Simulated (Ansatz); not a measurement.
One change: `BN=C=C` becomes `C=C=N`.

Ansatz, PBE0-D4/def2-TZVP geometries, multiplicity 1. Each molecule was computed in one conformer, which needn't be the lowest.

```tsv
property	`BN=C=C`
size of the dipole moment (PBE/def2-TZVPP) / D	1.33
HOMO–LUMO gap (B3LYP/def2-TZVPP) / eV	5.40
LUMO energy (B3LYP/def2-TZVPP) / eV	-1.42
HOMO energy (PBE/def2-TZVPP) / eV	-6.01
LUMO energy (PBE0/def2-TZVPP) / eV	-1.22
HOMO energy (ωB97M-V/def2-TZVPP) / eV	-9.13
```

(1) What does the change do to each property? (Best estimate.)

Answers

(1) Computed: 
| property | `C=C=N` | shift |
| --- | --- | --- |
| size of the dipole moment (PBE/def2-TZVPP) / D | 1.40 | 0.07 |
| HOMO–LUMO gap (B3LYP/def2-TZVPP) / eV | 6.36 | 0.96 |
| LUMO energy (B3LYP/def2-TZVPP) / eV | -0.36 | 1.06 |
| HOMO energy (PBE/def2-TZVPP) / eV | -5.73 | 0.28 |
| LUMO energy (PBE0/def2-TZVPP) / eV | -0.09 | 1.13 |
| HOMO energy (ωB97M-V/def2-TZVPP) / eV | -9.14 | -0.01 |

With PBE0 the HOMO rises by 0.09 eV and the LUMO rises by 1.13 eV, so the gap widens by about 1.04 eV. PBE moves the HOMO by 0.28 eV and ωB97M-V by -0.01 eV. The zero-point energy changes by -31.4 kJ/mol with -6 modes. Dipoles are sizes alone; their direction can turn.

B3LYP here is the variant with VWN-RPA as its local correlation; programs differ in this.
